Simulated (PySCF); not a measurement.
C8H12.
Atom-mapped SMILES: `[CH2:1]=[CH:2][C@H:3]1[CH2:4][C@H:5]2[CH2:6][C@H:7]2[CH2:8]1`

Probes without a nucleus sit at each ring's centroid and 1 Å off its mean plane on both sides; NICS is minus the shielding there, NICSzz its component along the normal. Level: GIAO PBE0/pcSseg-1 (PySCF, non-relativistic, gas phase) on the GFN2-xTB geometry, one conformer.

Rings: 1. C3–C4–C5–C7–C8; 2. C5–C6–C7.

```
set  NICS(0)  NICS(1), two faces  NICS(1)zz, two faces
  P    -45.5         -9.2 / -8.7         -26.1 / -19.3
  Q     -6.9         -5.4 / -2.4           -2.3 / -1.6
```

Problem. Which set (ppm) belongs to which ring?

Solution. P = 2, Q = 1.
- 1 (5-membered carbocycle; formal bonds all single): mean NICS(1)zz -2.0 ppm, near zero. C3, C4, C5, C7, C8 have four or more neighbours, so the value isn't read as a sign of a π ring current.
- 2 (3-membered carbocycle; formal bonds all single): mean NICS(1)zz -22.7 ppm, shielded. C5, C6, C7 have four or more neighbours, so the value isn't read as a sign of a π ring current.

Problem. How do the rings differ in shape?

Solution. 
```tsv
ring	bond lengths (Å)	rms pucker (Å)	HOMA	nearest outside atom to a NICS(1) probe (Å)
1	1.544, 1.517, 1.502, 1.517, 1.544	0.13	–	hydrogen 1.51
2	1.499, 1.499, 1.502	0.00	–	hydrogen 1.46
```
